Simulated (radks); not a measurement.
Charge is removed step by step from the 3p down level of Cl, starting from [Ne] 3s2 3p(up 3, down 2). Calculated with a radial shooting solver on a logarithmic mesh with Libxc functionals: non-relativistic Kohn-Sham, TPSS, spin-polarised, spherical densities, point nucleus; meta-GGA in the generalised Kohn-Sham scheme.

removed (e)  E - E(0) (eV)  eigenvalue (eV)  E minus straight line (eV)
0                    0.000           -8.178                       0.000
0.25                 2.341          -10.562                      -0.929
0.5                  5.288          -13.030                      -1.251
0.75                 8.862          -15.571                      -0.947
1                   13.079          -18.175                       0.000

Removing the whole electron costs 13.079 eV by Delta-SCF, against 8.178 eV from minus the eigenvalue at the starting occupation. Slater's transition state (half an electron removed) gives 13.030 eV. Integrating minus the eigenvalue over the occupation (Janak's theorem) gives 13.079 eV. The mean slope of the eigenvalue, de/dn, is 10.00 eV per electron. Ionisation energy of Cl in the NIST Atomic Spectra Database: 12.968 eV (measured).
